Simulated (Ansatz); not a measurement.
One change: `CC#[C][GeH2][OH]` becomes `CC#C[SiH2]C`.

Ansatz, PBE0-D4/def2-TZVP geometries, multiplicity 1. Each molecule was computed in one conformer, which needn't be the lowest.

Scalar relativity is left out up to krypton.

```csv
property,`CC#[C][GeH2][OH]`
HOMO energy (PBE/def2-TZVPP) / eV,-6.51
HOMO energy (B3LYP/def2-TZVPP) / eV,-7.51
HOMO energy (PBE0/def2-TZVPP) / eV,-7.74
size of the dipole moment (PBE/def2-TZVPP) / D,2.62
LUMO energy (ωB97M-V/def2-TZVPP) / eV,1.65
size of the dipole moment (B3LYP/def2-TZVPP) / D,2.67
```

What does the change do to each property? (Estimate.)

Ansatz gave: 
```csv
property,`CC#C[SiH2]C`,shift
HOMO energy (PBE/def2-TZVPP) / eV,-6.38,0.13
HOMO energy (B3LYP/def2-TZVPP) / eV,-7.34,0.17
HOMO energy (PBE0/def2-TZVPP) / eV,-7.57,0.17
size of the dipole moment (PBE/def2-TZVPP) / D,1.48,-1.14
LUMO energy (ωB97M-V/def2-TZVPP) / eV,2.04,0.39
size of the dipole moment (B3LYP/def2-TZVPP) / D,1.43,-1.24
```

With PBE0 the HOMO rises by 0.17 eV and the LUMO rises by 0.47 eV, so the gap widens by about 0.30 eV. PBE moves the HOMO by 0.13 eV and ωB97M-V by 0.18 eV. Dipoles are sizes alone; their direction can turn.

B3LYP here is the variant with VWN-RPA as its local correlation; programs differ in this.
